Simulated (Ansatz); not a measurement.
`C[SiH]([GeH3])C#N`, charge 0, multiplicity 1.

Give a relaxed structure at PBE0-D4/def2-TZVP (Ansatz 0.2.0). (An estimate is asked.)

Computed: 
```xyz
12

C     0.123   -1.602   -0.830
Si   -0.644   -0.022   -0.201
Ge    0.942    1.700    0.224
C    -1.475   -0.384    1.418
N    -1.956   -0.603    2.442
H     0.870   -1.974   -0.127
H    -0.639   -2.372   -0.965
H     0.611   -1.425   -1.791
H    -1.722    0.463   -1.099
H     1.650    2.073   -1.089
H     1.994    1.201    1.227
H     0.248    2.946    0.791
```
This is one stationary point; other conformers may exist.
